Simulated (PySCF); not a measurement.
Ionisation energy of Al²⁺ by level of theory

Al²⁺ [Ne] 3s1 [3s1/2^1, M_J = 1/2] → Al³⁺ [Ne], as a difference of total energies. Calculation: PySCF 2.14, in x2c-SVPall-2c (4s4p1d, 21 functions); the two-component X2C-1e Hamiltonian. Correlated levels: [Ne] frozen. "Screened" scales the spin-orbit matrix elements by Boettger's factors to mimic the two-electron term; Breit and QED terms are absent.

```tsv
method	ionisation energy (eV)
GHF (screened spin-orbit)	27.896
GMP2 (screened spin-orbit)	27.896
GCCSD (screened spin-orbit)	27.896
GCCSD(T) (screened spin-orbit)	27.896
```

Errors of the correlated levels include the incompleteness of this basis and the frozen core.

For comparison: 28.448 eV (measured; NIST Atomic Spectra Database, ionization energies).
